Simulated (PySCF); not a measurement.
# Te⁺: ionisation energy

Te⁺ [Kr] 4d10 5s2 5p3 (4S) → Te²⁺ [Kr] 4d10 5s2 5p2 (3P), as a difference of total energies. Computed with PySCF 2.14 in aug-cc-pwCVTZ-DK3, with scalar relativity by spin-free X2C-1e. Correlated levels: valence: [Kr] 4d10 frozen; valence and next inner shell: [Ar] 3d10 frozen. The calculations carry no spin-orbit coupling.

```
                                method  ionisation energy (eV)
                                   UHF                  18.336
                                   LDA                  18.932
                                   PBE                  18.745
                                  PBE0                  18.847
                                r2SCAN                  18.988
                                 HSE06                  18.815
                                B2PLYP                  18.688
                                  BLYP                  18.493
                         MP2 (valence)                  18.772
                     SCS-MP2 (valence)                  18.646
    MP2 (valence and next inner shell)                  18.992
SCS-MP2 (valence and next inner shell)                  18.803
```

How much does correlation contribute at MP2 (valence and next inner shell)?

18.992 − (18.336) = 0.656 eV, measured against UHF.

A first-order spin-orbit estimate (lowest level to lowest level, LS coupling) adds -0.613 eV.

Errors of the correlated levels include the incompleteness of this basis and the frozen core.

For comparison: 18.6 ± 0.4 eV (measured; NIST Atomic Spectra Database, ionization energies).
